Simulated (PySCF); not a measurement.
Radial density of Cl+ (chlorine, charge +1)

UHF, [Ne] 3s1 3p4 4s1, high-spin 5P determinant (an excited configuration). Calculation: PySCF 2.14, in aug-cc-pV(Q+d)Z; the non-relativistic Hamiltonian (point nucleus).

| r (bohr) | 4πr²ρ (e/bohr) | 4πr²(ρα − ρβ) |
| --- | --- | --- |
| 0.00140 | 0.07567 | 0.0003 |
| 0.00236 | 0.2073 | 0.0009 |
| 0.00397 | 0.5552 | 0.0025 |
| 0.00667 | 1.433 | 0.0064 |
| 0.0112 | 3.475 | 0.0154 |
| 0.0189 | 7.587 | 0.0335 |
| 0.0318 | 13.92 | 0.0607 |
| 0.0534 | 19.21 | 0.0826 |
| 0.0899 | 17.52 | 0.0978 |
| 0.151 | 13.24 | 0.2497 |
| 0.254 | 17.97 | 0.5607 |
| 0.428 | 15.97 | 0.1860 |
| 0.719 | 4.651 | 0.4625 |
| 1.21 | 3.826 | 2.4129 |
| 2.03 | 1.935 | 1.0984 |
| 3.42 | 0.4399 | 0.3568 |
| 5.76 | 0.1230 | 0.1223 |
| 9.68 | 0.0006512 | 0.0007 |

The outer electron is Rydberg-like, and this basis confines it to a smaller radius and binds it less than a complete one would.
